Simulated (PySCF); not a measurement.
Core-level binding energies of `C=C(C)[SiH2][NH][GeH2][CH3]`

Species: C4H13GeNSi.
Bonds: C1–C2 (double), C2–C3, C2–Si4, Si4–N5, N5–Ge6, Ge6–C7. Hydrogens: H8, H9 on C1; H10, H11, H12 on C3; H13, H14 on Si4; H15 on N5; H16, H17 on Ge6; H18, H19, H20 on C7.

The calculation used delta-SCF UKS SCAN, pcX-2 on the ionised atom, pcseg-1 elsewhere, spin-free X2C in PySCF. Each binding energy is the total energy of the core-ionised species, with the hole localised on one atom, minus that of the ground state; both are solved self-consistently, so orbital relaxation is included.

Question: Give the core binding energies atom by atom.

Answer: 
```csv
atom(s),bonded to,level,binding energy (eV),2p1/2 (eV),above the level's lowest (eV),count
C1,C (double bond) and 2 H,C 1s,289.80,–,0.00,1
C2,"C (double bond), C and Si",C 1s,289.81,–,+0.01,1
C3,C and 3 H,C 1s,290.63,–,+0.83,1
Si4,"N, C and 2 H",Si 2p3/2,106.40,107.03,0.00,1
Si4,"N, C and 2 H",Si 1s,1846.27,–,0.00,1
N5,"H, Ge and Si",N 1s,403.67,–,0.00,1
C7,3 H and Ge,C 1s,290.22,–,+0.42,1
```

Lowest listed C 1s: C1, bonded to C (double bond) and 2 H. Highest, 0.83 eV above it: C3, bonded to C and 3 H. Summing the Pauling electronegativity differences to the bonded atoms, each weighted by its formal bond order, gives -0.70 for the lowest site and -1.05 for the highest; the largest sum, -0.65, belongs to C2, 0.82 eV below the top. The smallest sum, -1.59, belongs to C7, 0.42 eV above the lowest. The values 289.80 and 289.81 eV lie too close for their order to be trusted.

Question: What is the longest wavelength that can ionise N 1s of N5 vertically?

Answer: λ = hc/E = 12398.42 eV Å / 403.67 eV = 30.714 Å.

Spin–orbit coupling isn't in the SCF: each 2p doublet comes from a relaxed spin-free hole plus a matrix of the shell (mean-field spin–orbit coupling and the ground-state 2p splitting), with 2p3/2 averaged over its two sublevels. 2p1/2 minus 2p3/2 (ligand field included): Si 0.62 eV. No level of germanium is listed. One conformer (not necessarily the lowest) at the PBE0-D3(BJ)/def2-SVP geometry, without solvent, vibrations or thermal averaging.

Conformer computed: `[CH2:1]=[C:2]([CH3:3])[SiH2:4][NH:5][GeH2:6][CH3:7]`: C1–C2–Si4–N5 10°, C2–Si4–N5–Ge6 68°, Si4–N5–Ge6–C7 6°.
